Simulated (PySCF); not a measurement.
Gas-phase reaction: 2 SnHCl₃ + 2 H → 2 SnH₂ + 3 Cl₂

Energies from PySCF, thermal terms from the rigid-rotor harmonic-oscillator model, ideal gas at 1 bar. † marks an energy on the PBE0/def2-TZVP geometry and frequencies; other levels use their own. MP2 and CCSD(T) freeze the core. Open shells (unrestricted): H (multiplicity 2); the rest are closed-shell singlets. Sn: scalar-relativistic def2 core potential, no spin-orbit coupling. SnHCl₃, SnH₂: computed as isolated molecules; such fragments, hydroxides, amides, oligomers or adducts are transient or little studied in the gas. MP2 isn't extrapolated to the basis-set limit; its ΔH°(298 K) is 874.8 kJ in def2-SVP and 809.7 kJ in def2-TZVPP. CCSD(T) isn't extrapolated to the basis-set limit; its ΔH°(298 K) is 763.6 kJ in def2-SVP and 726.4 kJ in def2-TZVPP. The harmonic model lacks anharmonicity and excited electronic states, which grow with temperature; levels with a mode under 35 cm⁻¹ are left out. Soft modes under 120 cm⁻¹ make the harmonic entropy rough for SnHCl₃.

```
level               ΔE electronic, kJ  ΔH°(298 K), kJ  ΔS°(298 K), J/K  ΔG°(800 K), kJ
------------------  -----------------  --------------  ---------------  --------------
BLYP/def2-TZVP†                   583             586              207             432
CCSD(T)/def2-SVP†                 760             764              207             610
HF/def2-TZVP†                     856             860              207             706
MP2/def2-SVP†                     871             875              207             721
PBE/def2-SVP                      712             714              206             560
PBE/def2-TZVP†                    663             666              207             513
ωB97M-V/def2-TZVP†                718             721              207             568
```
ΔH° is lowest at BLYP/def2-TZVP† and highest at MP2/def2-SVP†. No reference value is set beside these.
